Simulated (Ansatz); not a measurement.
Input file for Ansatz (a program for electronic structure): R-wB97X-V/def2-TZVPP on BH2I (SMILES BI), a point of a bond scan (R = 2.114 Å). Elements past Kr take the def2 small-core potentials; no spin–orbit coupling.

Ansatz 0.2 input:
```yaml
crystal:
  periodic: [false, false, false]
  atoms:
    - {symbol: B, position_ang: [-1.00687273, -1.52824232, 0.26334221]}
    - {symbol: H, position_ang: [-0.62513249, -2.30507998, 1.06916428]}
    - {symbol: H, position_ang: [-1.98651595, -1.65890826, -0.38610151]}
    - {symbol: I, position_ang: [0.14426438, 0.21896603, -0.03773158]}
basis:
  gaussian:
    orbitals: def2-TZVPP
    pivot_positions_ang: [[-1.00687273, -1.52824232, 0.26334221], [-0.62513249, -2.30507998, 1.06916428], [-1.98651595, -1.65890826, -0.38610151], [0.14426438, 0.21896603, -0.03773158]]
hamiltonian:
  xc: {name: wB97X-V}
scf: {lower_state_search: off}
output: {orbitals: {seedname: ./end}}
```

Problem. What total energy does the run end on?

Solution. -323.7471 hartree.
